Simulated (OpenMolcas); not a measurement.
neutral cadmium: effect of the IPEA shift

```json
{
  "Program": "OpenMolcas 26.06",
  "Basis": "ANO-RCC-VTZP [7s6p4d2f1g]",
  "Scalar Hamiltonian": "DKH2, point nucleus",
  "Active space": "2 electrons in 4 orbitals (5s 5p)",
  "State averaging": "2S+1 = 3 even, 3 roots; 2S+1 = 1 even, 1 root; 2S+1 = 3 odd, 3 roots; 2S+1 = 1 odd, 3 roots",
  "Spin-orbit coupling": "RASSI with atomic mean-field integrals over the reference wave functions, term energies averaged over their components"
}
```

Methods on the same reference wave functions:
A. CASSCF
B. SS-CASPT2, IPEA 0 Eh, imaginary shift 0.1 Eh (closed shells correlated: 4d)
C. SS-CASPT2, IPEA 0.25 Eh, imaginary shift 0.1 Eh (closed shells correlated: 4d)

Energies in cm-1 above 5s2 1S0, the measured ground level; measured values from NIST Handbook of Basic Atomic Spectroscopic Data.

```csv
Level,A,B,C,Measured
5s2 1S0,0.0,0.0,0.0,0.0
5s 5p 3P* 0,26092,29406,29611,30114
5s 5p 3P* 1,26553,29864,30069,30656
5s 5p 3P* 2,27510,30824,31029,31827
5s 5p 1P* 1,46221,45035,45551,43692
```

Deviations, from unrounded energies. A percentage is the sum of absolute deviations over the sum of measured energies, with the sign that they share, or ± where signs differ.

```json
{"Against measurement": "mean absolute deviation (cm-1)", "Levels": "4", "A": "3700", "B": "960", "C": "940"}
{"Against measurement": "other configurations (%)", "Levels": "4", "A": "±11.0", "B": "±2.8", "C": "±2.7"}
```

B, C lie about equally close to measurement and A furthest from it. The largest miss of C in the table is 5s 5p 1P* 1, by +1900 cm-1. The ranking rests on the paired levels alone, and a cruder setting can come out closer through cancelling errors.

Between B and C the level of the table that moves most is 5s 5p 1P* 1, by 520 cm-1 (lowest in B, highest in C).

The lowest spin-free term lies below A's lowest term by 0.349 hartree in B, 0.347 hartree in C.

Without dynamic correlation excited terms often stand tens of per cent too high (terms of higher spin than the ground term too low), and those without a measured partner can miss by more than the paired ones (holds for A). Computed and measured levels are paired by configuration, term and J; levels that our copy of the source lacks, or whose pairing is in doubt (as where it misses far off the trend of its configuration), stay unpaired and out of the deviations. Levels of configurations outside the active space are missing. Levels that lie high or do not pair safely by name in every column are left out.

* marks odd parity.
